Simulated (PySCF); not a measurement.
Compound: C₅H₇F₃P (charge +1).
Geometry (GFN2-xTB, Å), atoms numbered from 1 in this order:
```
atom  x, y, z in Å
C1     0.2758    2.3281    0.3880
C2     0.0120    0.9045    0.3593
C3    -0.7918   -0.0841   -0.0410
C4    -2.0376   -0.3631   -0.8165
F5    -1.7796   -1.2172   -1.8106
F6    -2.9691   -0.9134   -0.0398
F7    -2.5300    0.7534   -1.3407
P8     0.5984   -0.7475    0.8556
C9     1.8016   -1.7310   -0.0752
H10    0.2433    2.6998    1.4140
H11    1.2716    2.5486    0.0008
H12   -0.4718    2.8526   -0.2077
H13    0.2418   -1.2187    2.1033
H14    2.7586   -1.7583    0.4489
H15    1.9408   -1.2921   -1.0656
H16    1.4282   -2.7527   -0.1843
```

Probes without a nucleus sit at each ring's centroid and 1 Å off its mean plane on both sides; NICS is minus the shielding there, NICSzz its component along the normal. Level: GIAO PBE0/pcSseg-1 (PySCF, non-relativistic, gas phase) on the GFN2-xTB geometry, one conformer.

Ring bond lengths (Å), with Mayer bond orders in brackets: C2–C3 1.336 (1.46), C3–P8 1.782 (0.97), P8–C2 1.822 (0.96).

Task: What do the NICS probes read (ppm)?

Result: 
```
    ring                                                     type  NICS(0)  NICS(1), two faces  NICS(1)zz, two faces  rms pucker (Å)  centre to ring atoms, mean (Å)
C2–C3–P8  3-membered ring with P; formal bonds 1 double, 2 single    -26.3        -10.5 / -9.9         -17.1 / -14.9            0.00                            0.95
```

Task: What do they say, and how far can they be read as aromaticity?

Result: 
- C2–C3–P8: mean NICS(1)zz -16.0 ppm, shielded. P8 has four or more neighbours, so the value isn't read as a sign of a π ring current. NICS(0) lies 16 ppm below the mean NICS(1).

Task: List the ring angles and the Hirshfeld charges of the ring atoms.

Result: 
- C2–C3–P8: C2 66.7° (+0.063 e), C3 69.8° (-0.036 e), P8 43.5° (+0.446 e); sum 180.0° against 180° for a flat convex ring.

Task: How shielded are the nuclei of the rings and their hydrogens (means over atoms taken as equivalent)?

Result: 
```
atoms                      environment  σ isotropic (ppm)  principal values of the symmetric part, first atom (ppm)
   C2  fully substituted alkene carbon               35.1                                        -94.3, 57.7, 141.8
   C3  fully substituted alkene carbon               64.3                                        -66.4, 96.3, 162.9
   P8           phosphonium phosphorus              491.0                                       291.3, 366.8, 814.8
  H13                     P–H hydrogen              26.27                                          19.7, 23.0, 36.1
```
